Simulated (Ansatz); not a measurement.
Reaction (hydrogenolysis of the Si–Cl bond): `C[SiH2][SiH](Cl)Cl` + H₂ → `C[SiH2][SiH2]Cl` + HCl

Isolated molecules relaxed with PBE0-D4/def2-TZVP in Ansatz; ΔE leaves out vibrations. CBS: MP2 limit from def2 TZ/QZ plus the TZ coupled-cluster correction, frozen cores. This one scheme is used for every species. DFT in def2-TZVPP. B3LYP here is the variant with VWN-RPA as its local correlation; programs differ in this. Each species was taken in one conformer, which may not be the lowest.

CCSD(T)/CBS gives +0.84 eV.

Task: Another level gave +0.80 eV. Which?
A. MP2/def2-TZVPP
B. B2PLYP/def2-TZVPP
C. RPA@PBE/def2-TZVPP
D. B3LYP-D4/def2-TZVPP

Result: B. B2PLYP 0.80, RPA@PBE/def2-TZVPP 0.72, MP2/def2-TZVPP 0.89, B3LYP-D4 0.85 eV.

Largest T1 diagnostic among the species: 0.010.

The D4 term adds +0.11 eV with B3LYP and +0.06 eV with PBE0; it sums over pairs of atoms, weighted by their polarisabilities, and B3LYP, whose exchange is more repulsive, gets the larger term. From r2SCAN to r2SCAN0 (25 % exact exchange), in def2-TZVPP and without D4, ΔE moves by −0.03 eV.
